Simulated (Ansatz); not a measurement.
The same path of Cl4FHOW + ClH (10 atoms, charge 0, multiplicity 1) was run twice with different band settings. Lost on the way: W1–F2, Cl9–H10. Made: W1–Cl9, F2–H10.

Computed with RKS PBE/def2-SVP in Ansatz 0.2.0.

Relaxed end points:

```xyz
10
Properties=species:S:1:pos:R:3
W 0.039 0.121 -0.366
F 0.018 0.436 1.504
Cl 2.351 0.142 -0.415
Cl 0.031 2.432 -0.649
Cl -2.299 0.113 -0.205
Cl 0.097 -2.156 0.128
O -0.138 -0.190 -2.185
H -0.689 -0.331 -2.975
Cl 2.444 1.755 3.203
H 1.316 1.223 2.830
```

```xyz
10
Properties=species:S:1:pos:R:3
W 0.440 0.398 -0.440
F -0.085 -0.300 3.477
Cl 2.640 0.105 -1.157
Cl 0.341 2.475 -1.551
Cl -1.683 0.727 0.438
Cl 0.527 -1.671 0.556
O -0.244 -0.299 -2.043
H -0.477 0.111 -2.899
Cl 1.314 1.588 1.399
H 0.396 0.410 3.092
```

Common settings: movable images 7; climbing image yes; optimiser quadratic models (default); start path through a guess of the saddle point; force threshold 0.05 eV/Å; iteration limit 60; end points relaxed.

| run | spring |
| --- | --- |
| 1 | 5.0 eV/Å² |
| 2 | 0.1 eV/Å² |

Task: What does each run give, and how far can it be trusted?

Result: Run 1: converged after 25 iterations, highest image 0.931 eV above the first end. A vibrational analysis at the climbing image gives one clearly imaginary mode, 262i cm⁻¹: a first-order saddle point.
Run 2: converged after 32 iterations, highest image 0.931 eV above the first end. Beside the main top the profile has a ripple of under 15 meV (maxima at images 4, 7), which may be a very shallow well or noise. Another band between the same ends (7 images) ends at a top of the same energy, where a vibrational analysis finds 1 clearly imaginary mode.
The orbitals stay closed-shell, which can raise the energy where a bond breaks towards radicals; this wasn't checked here.
